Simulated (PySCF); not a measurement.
# Br⁺ (bromine, charge +1) across methods

[Ar] 3d10 4s2 4p3 4d1, high-spin 5D determinant (an excited configuration). Computed with PySCF 2.14 in aug-cc-pVDZ-PP with ECP10MDF, with a scalar-relativistic core potential. The B2PLYP total includes its PT2 part (frozen core); its orbital energies are those of the SCF part.

| method | E (hartree) | mean ε 4s β (eV) | mean ε 4p α (eV) | mean ε 4d α (eV) | Σ⟨r²⟩ (bohr²) | ⟨S²⟩ |
| --- | --- | --- | --- | --- | --- | --- |
| M06-2X | -416.0559 | -31.823 | -23.396 | -6.243 | 34.69 | 6.001 |
| PBE | -415.8816 | -30.452 | -20.508 | -4.806 | 34.55 | 6.000 |
| PBEsol | -415.4935 | -30.464 | -20.508 | -4.735 | 34.56 | 6.000 |
| PBE0 | -415.8548 | -31.717 | -22.234 | -5.688 | 34.48 | 6.000 |
| TPSSh | -415.7954 | -30.758 | -21.361 | -5.120 | 34.46 | 6.000 |
| UHF | -414.61902 | -33.949 | -26.624 | -7.842 | 34.67 | 6.001 |
| r2SCAN | -415.7504 | -30.670 | -21.205 | -4.831 | 34.45 | 6.001 |
| LDA | -415.2716 | -31.013 | -20.575 | -4.661 | 34.60 | 6.000 |

(1) Estimate the same row for B2PLYP.

Energies and moments cover only the electrons outside the core potential. The outer electron is Rydberg-like, and this basis confines it to a smaller radius and binds it less than a complete one would.

## Answers

(1) E (hartree) = -415.4731; mean ε 4s β (eV) = -32.929; mean ε 4p α (eV) = -23.678; mean ε 4d α (eV) = -6.275; Σ⟨r²⟩ (bohr²) = 34.57; ⟨S²⟩ = 6.000.
